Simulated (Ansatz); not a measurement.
One change: `CBOCC` becomes `CCOBS`.

Ansatz, PBE0-D4/def2-TZVP geometries, multiplicity 1. Each molecule was computed in one conformer, which needn't be the lowest.

```tsv
property	`CBOCC`
size of the dipole moment (ωB97M-V/def2-TZVPP) / D	1.15
LUMO energy (B3LYP/def2-TZVPP) / eV	0.01
HOMO–LUMO gap (PBE/def2-TZVPP) / eV	6.11
HOMO energy (ωB97M-V/def2-TZVPP) / eV	-10.67
HOMO energy (PBE0/def2-TZVPP) / eV	-8.31
HOMO–LUMO gap (B3LYP/def2-TZVPP) / eV	8.12
```

Give the same properties after the change, and the shifts. (Estimate.)

Computed: 
```csv
property,`CCOBS`,shift
size of the dipole moment (ωB97M-V/def2-TZVPP) / D,2.14,0.99
LUMO energy (B3LYP/def2-TZVPP) / eV,-0.20,-0.21
HOMO–LUMO gap (PBE/def2-TZVPP) / eV,5.35,-0.76
HOMO energy (ωB97M-V/def2-TZVPP) / eV,-9.67,1.00
HOMO energy (PBE0/def2-TZVPP) / eV,-7.49,0.82
HOMO–LUMO gap (B3LYP/def2-TZVPP) / eV,7.04,-1.08
```

With PBE0 the HOMO rises by 0.82 eV and the LUMO falls by 0.25 eV, so the gap narrows by about 1.07 eV. PBE moves the HOMO by 0.58 eV and ωB97M-V by 1.00 eV. Dipoles are sizes alone; their direction can turn.

B3LYP here is the variant with VWN-RPA as its local correlation; programs differ in this.
